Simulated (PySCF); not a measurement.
**Excitation energy of Ga by level of theory**

Ga [Ar] 3d10 4s2 4p1 (2P) → Ga [Ar] 3d10 4s1 4p1 5s1 (4P), as a difference of total energies. Computed with PySCF 2.14 in x2c-TZVPPall with one added diffuse shell each of s, p, d type (7s6p5d1f, 57 functions), with the spin-free X2C one-electron Hamiltonian (Gaussian nucleus). Correlated levels: valence: [Ar] 3d10 frozen; valence and next inner shell: [Ne] frozen. The calculations carry no spin-orbit coupling.

```json
{"method": "UHF", "excitation energy (cm⁻¹)": "59713"}
{"method": "LDA", "excitation energy (cm⁻¹)": "75240"}
{"method": "PBE0", "excitation energy (cm⁻¹)": "70810"}
{"method": "r2SCAN0", "excitation energy (cm⁻¹)": "70358"}
{"method": "wB97X", "excitation energy (cm⁻¹)": "76292"}
{"method": "PW91", "excitation energy (cm⁻¹)": "73103"}
{"method": "B97-3", "excitation energy (cm⁻¹)": "73350"}
{"method": "MP2 (valence)", "excitation energy (cm⁻¹)": "65759"}
{"method": "SCS-MP2 (valence)", "excitation energy (cm⁻¹)": "67683"}
{"method": "MP2 (valence and next inner shell)", "excitation energy (cm⁻¹)": "68592"}
{"method": "SCS-MP2 (valence and next inner shell)", "excitation energy (cm⁻¹)": "70025"}
```

Estimate what r2SCAN gives.

71684 cm⁻¹, closest to PBE0 among the rows shown.

Estimate what PBE gives.

72829 cm⁻¹, closest to PW91 among the rows shown.

A first-order spin-orbit estimate (lowest level to lowest level, LS coupling) adds -0.018 eV.

The upper state lies above the first ionisation limit, but in LS coupling its spin forbids autoionisation to the ground ion. A Rydberg-like electron needs more diffuse functions than a valence basis has.

The promoted electron is Rydberg-like, and one or two diffuse shells describe it only roughly, which tends to raise the upper state.
